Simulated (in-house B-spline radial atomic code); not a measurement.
Tl⁺. Computed with a B-spline radial atomic code. Model: all-electron spherical atom, spin shells full or empty, radial basis limit, no spin-orbit coupling, Breit or QED, empty-state partial waves extrapolated as (l+1/2)^-4, RPA, G0W0 and static COHSEX of the highest shell as one setting changes (uncorrelated shells keep exact exchange).

Without the two-electron picture change, core correlation of heavy ions comes too large.

Given: element Tl; charge 1; filled core Xe; hamiltonian one-electron scalar X2C; mean-field start PBE0; highest l of empty states 9; nuclear rms radius 5.4759 fm; highest mean-field shell 6s.

Shell: 4f 7 7, 5d 5 5, 6s 1 1 (electrons up and down).

```
lowest nl shells left uncorrelated  RPA correlation energy (hartree)  G0W0 level (eV)  G0W0 minus most complete (meV)  COHSEX level (eV)  removal by RPA minus most complete (meV)
                                 0                           -7.1214           -20.71                               0             -22.63                                         0
                                 1                                 ?                ?                               ?                  ?                                         ?
                                 2                           -6.6638           -20.71                            -0.6            -22.632                                       0.8
                                 3                           -6.0439           -20.71                             0.2             -22.63                                       0.3
                                 4                           -5.8441          -20.713                            -3.1            -22.637                                       3.6
                                 5                           -5.2262          -20.712                              -2            -22.636                                       3.3
                                 6                           -4.2023          -20.704                               6            -22.622                                      -1.5
                                 7                           -4.0139          -20.721                           -11.7            -22.663                                      14.7
                                 8                                 ?                ?                               ?                  ?                                         ?
                                 9                           -2.4875            -20.7                            10.1            -22.632                                     -23.6
                                10                            -2.292          -20.745                           -35.1            -22.719                                      10.5
                                11                           -1.0242          -20.625                            85.2             -22.53                                     -47.4
                                12                          -0.64242          -20.587                           122.9            -22.493                                    -112.8
                                13                         -0.049519          -19.608                          1101.7            -20.841                                   -1377.2
```

What follows for lowest nl shells left uncorrelated = 8?

RPA correlation energy -3.4467 hartree; G0W0 level -20.723 eV; G0W0 minus most complete -13 meV; COHSEX level -22.669 eV; removal by RPA minus most complete 13.6 meV.

What follows for lowest nl shells left uncorrelated = 1?

RPA correlation energy -6.8784 hartree; G0W0 level -20.71 eV; G0W0 minus most complete 0.1 meV; COHSEX level -22.63 eV; removal by RPA minus most complete -0.1 meV.
